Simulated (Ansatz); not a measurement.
Ansatz (a quantum-chemistry and plane-wave program) input (HF/STO-3G):

Ansatz 0.2 input:
```yaml
crystal:
  periodic: [false, false, false]
  atoms:
    - {symbol: B, position_ang: [-0.80953461, 0.63653466, -1.11672204]}
    - {symbol: O, position_ang: [-0.53337405, 1.96334539, -0.84866230]}
    - {symbol: H, position_ang: [0.05058248, 2.10885329, -0.08732984]}
    - {symbol: Se, position_ang: [0.21466719, -0.62660416, 0.32960015]}
    - {symbol: H, position_ang: [0.96539856, 0.30625160, 1.25383317]}
basis:
  gaussian:
    orbitals: STO-3G
hamiltonian:
  xc: {name: HF}
total_charge: -1
relax: {f_tol: 0.003, max_steps: 120}
```

Output:

```
Functional definition: HF
integrals: 0.00 GiB planned
360 factors; integrals over basis functions are off by at most 1.3e-5 eV
mean field: 0.06 GiB planned
mean field evaluation 1: about -67284.8301 eV, gradient 1.5e1 eV
mean field evaluation 2: about -67284.8878 eV, gradient 1.5e1 eV
mean field evaluation 4: about -67286.0848 eV, gradient 9.8e-1 eV
mean field evaluation 8: about -67286.0951 eV, gradient 2.0e-2 eV
mean field -67286.09506250 eV, -2472.7183853937 hartree, gradient 6.1e-5 eV, S^2 0.000000; 0 other end points of the search recorded, 0 dependent functions left out
the calculation of the forces begins
reference -67286.09506250 eV, -2472.7183853937 hartree; 25, 25 occupied and 5, 5 virtual orbitals, 360 factors
relax step   1: F+E_penalty+E_count = -67286.09506250 eV  Δ(F+E_penalty+E_count) = +0.000e0 eV  max|allowed force component| = 1.570e0 eV/Å  Δτ_max = 0.0000 Å  (28 SCF iters, accepted)
these checks for a lower state are left out or cut short: starts, cluster_reference, orbital_swaps, neighbouring_geometries, increment
integrals: 0.00 GiB planned
360 factors; integrals over basis functions are off by at most 1.4e-5 eV
mean field: 0.06 GiB planned
mean field evaluation 16: about -67286.0300 eV, gradient 1.0e-4 eV
mean field -67286.03002004 eV, -2472.7159951271 hartree, gradient 2.2e-5 eV, S^2 0.000000; 0 other end points of the search recorded, 0 dependent functions left out
the calculation of the forces begins
reference -67286.03002004 eV, -2472.7159951271 hartree; 25, 25 occupied and 5, 5 virtual orbitals, 360 factors
relax step   2: F+E_penalty+E_count = -67286.03002004 eV  Δ(F+E_penalty+E_count) = +6.504e-2 eV  max|allowed force component| = 2.124e0 eV/Å  Δτ_max = 0.1950 Å  (27 SCF iters, rejected (line search))
these checks for a lower state are left out or cut short: starts, cluster_reference, orbital_swaps, neighbouring_geometries, increment
integrals: 0.00 GiB planned
360 factors; integrals over basis functions are off by at most 1.2e-5 eV
mean field: 0.06 GiB planned
mean field -67286.25468282 eV, -2472.7242513320 hartree, gradient 2.2e-5 eV, S^2 0.000000; 0 other end points of the search recorded, 0 dependent functions left out
the calculation of the forces begins
reference -67286.25468282 eV, -2472.7242513320 hartree; 25, 25 occupied and 5, 5 virtual orbitals, 360 factors
relax step   3: F+E_penalty+E_count = -67286.25468282 eV  Δ(F+E_penalty+E_count) = -1.596e-1 eV  max|allowed force component| = 6.822e-1 eV/Å  Δτ_max = 0.0960 Å  (30 SCF iters, accepted)
these checks for a lower state are left out or cut short: starts, cluster_reference, orbital_swaps, neighbouring_geometries, increment
integrals: 0.00 GiB planned
360 factors; integrals over basis functions are off by at most 1.2e-5 eV
mean field: 0.06 GiB planned
mean field evaluation 32: about -67286.2722 eV, gradient 1.6e-1 eV
mean field -67286.27237552 eV, -2472.7249015267 hartree, gradient 2.2e-5 eV, S^2 0.000000; 0 other end points of the search recorded, 0 dependent functions left out
the calculation of the forces begins
reference -67286.27237552 eV, -2472.7249015267 hartree; 25, 25 occupied and 5, 5 virtual orbitals, 360 factors
relax step   4: F+E_penalty+E_count = -67286.27237552 eV  Δ(F+E_penalty+E_count) = -1.769e-2 eV  max|allowed force component| = 5.631e-1 eV/Å  Δτ_max = 0.0370 Å  (23 SCF iters, accepted)
these checks for a lower state are left out or cut short: starts, cluster_reference, orbital_swaps, neighbouring_geometries, increment
integrals: 0.00 GiB planned
360 factors; integrals over basis functions are off by at most 1.3e-5 eV
mean field: 0.06 GiB planned
mean field -67286.27801324 eV, -2472.7251087092 hartree, gradient 2.1e-5 eV, S^2 0.000000; 0 other end points of the search recorded, 0 dependent functions left out
the calculation of the forces begins
reference -67286.27801324 eV, -2472.7251087092 hartree; 25, 25 occupied and 5, 5 virtual orbitals, 360 factors
relax step   5: F+E_penalty+E_count = -67286.27801324 eV  Δ(F+E_penalty+E_count) = -5.638e-3 eV  max|allowed force component| = 4.647e-1 eV/Å  Δτ_max = 0.0379 Å  (23 SCF iters, accepted)
these checks for a lower state are left out or cut short: starts, cluster_reference, orbital_swaps, neighbouring_geometries, increment
integrals: 0.00 GiB planned
360 factors; integrals over basis functions are off by at most 1.3e-5 eV
mean field: 0.06 GiB planned
mean field -67286.27900605 eV, -2472.7251451943 hartree, gradient 2.0e-5 eV, S^2 0.000000; 0 other end points of the search recorded, 0 dependent functions left out
the calculation of the forces begins
reference -67286.27900605 eV, -2472.7251451943 hartree; 25, 25 occupied and 5, 5 virtual orbitals, 360 factors
relax step   6: F+E_penalty+E_count = -67286.27900605 eV  Δ(F+E_penalty+E_count) = -9.928e-4 eV  max|allowed force component| = 2.275e-1 eV/Å  Δτ_max = 0.0288 Å  (23 SCF iters, accepted)
these checks for a lower state are left out or cut short: starts, cluster_reference, orbital_swaps, neighbouring_geometries, increment
integrals: 0.00 GiB planned
360 factors; integrals over basis functions are off by at most 1.3e-5 eV
mean field: 0.06 GiB planned
mean field -67286.28139321 eV, -2472.7252329209 hartree, gradient 2.2e-5 eV, S^2 0.000000; 0 other end points of the search recorded, 0 dependent functions left out
the calculation of the forces begins
reference -67286.28139321 eV, -2472.7252329209 hartree; 25, 25 occupied and 5, 5 virtual orbitals, 360 factors
relax step   7: F+E_penalty+E_count = -67286.28139321 eV  Δ(F+E_penalty+E_count) = -2.387e-3 eV  max|allowed force component| = 5.294e-2 eV/Å  Δτ_max = 0.0216 Å  (23 SCF iters, accepted)
these checks for a lower state are left out or cut short: starts, cluster_reference, orbital_swaps, neighbouring_geometries, increment
integrals: 0.00 GiB planned
360 factors; integrals over basis functions are off by at most 1.3e-5 eV
mean field: 0.06 GiB planned
mean field evaluation 64: about -67286.2814 eV, gradient 1.6e-1 eV
mean field -67286.28154359 eV, -2472.7252384472 hartree, gradient 2.2e-5 eV, S^2 0.000000; 0 other end points of the search recorded, 0 dependent functions left out
the calculation of the forces begins
reference -67286.28154359 eV, -2472.7252384472 hartree; 25, 25 occupied and 5, 5 virtual orbitals, 360 factors
relax step   8: F+E_penalty+E_count = -67286.28154359 eV  Δ(F+E_penalty+E_count) = -1.504e-4 eV  max|allowed force component| = 1.343e-2 eV/Å  Δτ_max = 0.0047 Å  (23 SCF iters, accepted)
these checks for a lower state are left out or cut short: starts, cluster_reference, orbital_swaps, neighbouring_geometries, increment
integrals: 0.00 GiB planned
360 factors; integrals over basis functions are off by at most 1.3e-5 eV
mean field: 0.06 GiB planned
mean field -67286.28155169 eV, -2472.7252387448 hartree, gradient 2.2e-5 eV, S^2 0.000000; 0 other end points of the search recorded, 0 dependent functions left out
the calculation of the forces begins
reference -67286.28155169 eV, -2472.7252387448 hartree; 25, 25 occupied and 5, 5 virtual orbitals, 360 factors
relax step   9: F+E_penalty+E_count = -67286.28155169 eV  Δ(F+E_penalty+E_count) = -8.097e-6 eV  max|allowed force component| = 6.592e-3 eV/Å  Δτ_max = 0.0011 Å  (24 SCF iters, accepted)
these checks for a lower state are left out or cut short: starts, cluster_reference, orbital_swaps, neighbouring_geometries, increment
integrals: 0.00 GiB planned
360 factors; integrals over basis functions are off by at most 1.3e-5 eV
mean field: 0.06 GiB planned
mean field -67286.28155229 eV, -2472.7252387668 hartree, gradient 2.2e-5 eV, S^2 0.000000; 0 other end points of the search recorded, 0 dependent functions left out
the calculation of the forces begins
reference -67286.28155229 eV, -2472.7252387668 hartree; 25, 25 occupied and 5, 5 virtual orbitals, 360 factors
relax step  10: F+E_penalty+E_count = -67286.28155229 eV  Δ(F+E_penalty+E_count) = -5.991e-7 eV  max|allowed force component| = 4.386e-4 eV/Å  Δτ_max = 0.0001 Å  (24 SCF iters, accepted)
integrals: 0.00 GiB planned
360 factors; integrals over basis functions are off by at most 1.3e-5 eV
mean field: 0.06 GiB planned
mean field evaluation 96: about -67286.2718 eV, gradient 9.5e-1 eV
mean field -67286.28155229 eV, -2472.7252387668 hartree, gradient 2.2e-5 eV, S^2 0.000000; 1 other end points of the search recorded, 0 dependent functions left out
the calculation of the forces begins
reference -67286.28155229 eV, -2472.7252387668 hartree; 25, 25 occupied and 5, 5 virtual orbitals, 360 factors
Total energy: -67286.28155229 eV, -2472.7252387668 hartree
Atom 0 at    -0.862750     0.668607    -1.189416 Å, force     0.000188    -0.000156     0.000260 eV/Å
Atom 1 at    -0.506279     1.940843    -0.811199 Å, force     0.000114     0.000439     0.000118 eV/Å
Atom 2 at     0.088093     2.038462    -0.032596 Å, force    -0.000255    -0.000004    -0.000336 eV/Å
Atom 3 at     0.261094    -0.640960     0.392025 Å, force    -0.000044    -0.000295    -0.000037 eV/Å
Atom 4 at     0.907582     0.381429     1.171904 Å, force    -0.000003     0.000017    -0.000005 eV/Å
Dipole moment:     0.496820     0.136098     0.646829 e Å
```

The dipole moment of an ion depends on the origin.

The geometry given is a B3LYP-D3(BJ)/def2-TZVP minimum.
